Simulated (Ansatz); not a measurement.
doublet Cl: levels of theory in one basis

A single Cl atom.

Basis set: cc-pVDZ (spherical functions). Correlated methods keep 5 orbitals frozen. Correlation on ROHF uses semicanonical orbitals with singles. Charge 0, multiplicity 2.

Computed with Ansatz (development build ahead of 0.2.0); each method stands on the lowest determinant of its kind that the runs found.

```
                            method  E − E(ROHF) (eV)  <S²> of the determinant
                              ROHF              0.00                     0.75
                               UHF             -0.11                     0.76
                          ROHF-MP2             -3.11                        –
                           UHF-MP2             -3.10                     0.76
                         ROHF-CCSD             -3.55                        –
                          UHF-CCSD             -3.55                     0.76
                      ROHF-CCSD(T)             -3.58                        –
                       UHF-CCSD(T)             -3.58                     0.76
                        ROHF-CCSDT             -3.59                        –
                      UHF-CCSDT(Q)             -3.59                     0.76
full CI (lowest root of this spin)             -3.59                        –
```

Task: Is a single determinant a sound starting point here?

Result: By this sign, yes. Unrestricted orbitals gain 0.11 eV and <S²> is 0.76 against 0.75 for a pure state.
